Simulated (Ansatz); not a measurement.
C$_{2}$H$_{7}$BClN (`CCB(N)Cl`) at its PBE0-D4/def2-TZVP geometry, where that method's forces vanish. Total charge 0; spin multiplicity 1.

```xyz
12

C    -0.6512   -1.4292    0.6097
C     0.3886   -0.6290   -0.1742
B    -0.0446    0.8428   -0.5014
N     0.7114    1.9599   -0.1704
Cl   -1.5866    1.1333   -1.3555
H    -0.3189   -2.4558    0.7798
H    -0.8463   -0.9786    1.5863
H    -1.6009   -1.4683    0.0725
H     0.5829   -1.1361   -1.1280
H     1.3431   -0.6264    0.3647
H     0.4325    2.8992   -0.3965
H     1.5899    1.8883    0.3130
```

Task: What forces (eV/Å) does ωB97M-V/def2-TZVPP give on these atoms in the Gaussian-basis code of Ansatz? (An estimate is asked.)

Result: Ansatz gave: 
```
C1  -0.144 -0.111  0.100
C2   0.187 -0.003 -0.093
B3   0.046 -0.066  0.033
N4   0.084  0.099  0.036
Cl5 -0.116  0.013 -0.058
H6  -0.031  0.082 -0.011
H7   0.012 -0.030 -0.067
H8   0.068  0.001  0.039
H9  -0.015  0.040  0.066
H10 -0.066  0.004 -0.036
H11  0.005 -0.032  0.006
H12 -0.030  0.003 -0.016
```
